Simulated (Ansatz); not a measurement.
Al8N8, a nanocrystal cut from wurtzite AlN (bare). Charge 0, multiplicity 1. Geometry PBE-D4/def2-SVP; atoms count from 1.

```xyz
16

Al   -2.199    1.290    2.114
N    -2.061    0.131    0.758
Al   -1.754   -1.020   -0.643
N    -1.529   -2.189   -2.038
Al    0.303    3.159    0.932
N    -0.360    1.935    2.308
N     0.537    2.076   -0.473
Al   -0.118    0.618    0.738
Al    0.726    0.831   -1.812
N     0.095   -0.539   -0.641
N     0.952   -0.347   -3.201
Al    0.330   -1.804   -2.150
Al    0.938    0.698    3.094
N     1.201   -0.482    1.775
Al    1.357   -1.600    0.324
N     1.581   -2.757   -1.083
```

Single mean-field runs in def2-TZVP are fitted with def2-universal-jkfit. The restricted singlet is unstable towards broken spin symmetry in Hartree–Fock (as tested in another run); at PBE0-D4/def2-TZVP this wasn't settled. The geometry of the singlet was relaxed on an unsound state (an occupied level 0.12 eV above an empty one). At PBE0-D4/def2-TZVP a triplet of charge 0 lies 1.83 eV below the restricted singlet at the same geometry. That triplet is doubtful there (⟨S²⟩ 3.86, where a pure state has 2.00).

Q: Estimate the Mulliken populations from the PBE0/def2-TZVP orbitals of Ansatz.

A: 
```csv
atom,charge (e)
Al1,0.26
N2,-0.27
Al3,0.30
N4,-0.39
Al5,0.26
N6,-0.37
N7,-0.27
Al8,0.37
Al9,0.30
N10,-0.05
N11,-0.38
Al12,0.34
Al13,0.26
N14,-0.27
Al15,0.30
N16,-0.38
```
Mulliken values and Mayer orders depend strongly on the basis.

Q: And the Mayer bond orders between bonded heavy atoms (over 0.3)?

A: Al1–N2 1.32 (1.79 Å); Al1–N6 0.86 (1.96 Å); N2–Al3 1.04 (1.84 Å); N2–Al8 0.77 (2.00 Å); Al3–N4 1.36 (1.83 Å); Al3–N10 0.69 (1.91 Å); N4–Al12 1.03 (1.90 Å); Al5–N6 0.86 (1.96 Å); Al5–N7 1.33 (1.79 Å); N6–Al8 0.51 (2.06 Å); N6–Al13 0.86 (1.96 Å); N7–Al8 0.77 (2.01 Å); N7–Al9 1.05 (1.84 Å); Al8–N10 0.80 (1.81 Å); Al8–N14 0.77 (2.01 Å); Al9–N10 0.69 (1.91 Å); Al9–N11 1.35 (1.83 Å); N10–Al12 0.38 (1.98 Å); N10–Al15 0.69 (1.91 Å); N11–Al12 1.02 (1.90 Å); Al12–N16 1.02 (1.90 Å); Al13–N14 1.33 (1.79 Å); N14–Al15 1.05 (1.84 Å); Al15–N16 1.35 (1.83 Å).
